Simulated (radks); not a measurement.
Dipole-allowed excitations along the series with 18 electrons in [Ar]. Calculated with a radial shooting solver on a logarithmic mesh with Libxc functionals: scalar-relativistic Kohn-Sham, LDA (Slater exchange, VWN5 correlation), spin-unpolarised, spherical densities, finite nucleus; Fermi nuclear charge, rms radius of each element as measured or else 0.836 A^(1/3) + 0.57 fm. Time-dependent linear response with the Hartree and adiabatic LDA kernel, continuum included through the Sternheimer equations, no spin-orbit coupling, so fine structure and intercombination lines are absent. Lines are the poles of the dipole polarisability below minus the highest occupied eigenvalue, found on a grid refined at the orbital gaps; the lowest seven at most are given, and weak or close lines can be missed. The first line takes the name of the lowest orbital gap if no other gap lies below it; otherwise a line is named after a gap within 0.6 % of it, if that gap stands alone.

species  -e(HOMO) (eV)  lowest orbital gap (eV)  first line (eV)     f  static alpha (bohr^3)
Ti4+            89.428             3p-3d 36.886   48.589 (3p-3d)  4.31                  1.495
V5+             117.42             3p-3d 41.500   54.895 (3p-3d)  3.84                  1.083
Cr6+            148.58             3p-3d 46.015   60.831 (3p-3d)  3.47                 0.8125
Mn7+            182.89             3p-3d 50.470   66.567 (3p-3d)  3.16                 0.6266
Fe8+            220.34             3p-3d 54.890   72.184 (3p-3d)  2.91                 0.4940
Co9+            260.90             3p-3d 59.294   77.732 (3p-3d)  2.69                 0.3967
